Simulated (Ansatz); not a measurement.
`FCBI` from Hartree–Fock to CCSD(T)

| atom | x (Å) | y (Å) | z (Å) |
| --- | --- | --- | --- |
| F1 | -1.000 | 0.255 | -1.402 |
| C2 | -0.720 | 0.116 | -0.059 |
| B3 | 0.764 | -0.141 | 0.317 |
| I4 | 2.283 | -0.275 | -1.125 |
| H5 | -1.063 | 1.021 | 0.465 |
| H6 | -1.332 | -0.706 | 0.342 |
| H7 | 1.067 | -0.270 | 1.462 |

The species carries charge 0 and has multiplicity 1. Correlated methods include outer-core shells of I, which these sets cover unevenly. I takes the def2 core potential. Geometry: relaxed with PBE0-D4/def2-TZVP. It is one conformer, not always the lowest. Frozen core, restricted reference, Ansatz.

```
     basis     HF (Eh)  MP2 corr.  CCSD corr.       (T)  CCSD(T) total
  def2-SVP  -460.26791          ?    -0.55558         ?              ?
def2-TZVPP  -460.47490   -1.01397    -1.00584  -0.02920     -461.50994
def2-QZVPP           ?          ?           –         –              –
```

(1) Fill in the withheld values. (An estimate is asked.)

## Answers

(1) Ansatz gave: def2-SVP MP2 corr.: -0.52135; def2-SVP (T): -0.01352; def2-SVP CCSD(T) total: -460.83701; def2-QZVPP HF (Eh): -460.48333; def2-QZVPP MP2 corr.: -1.22622.
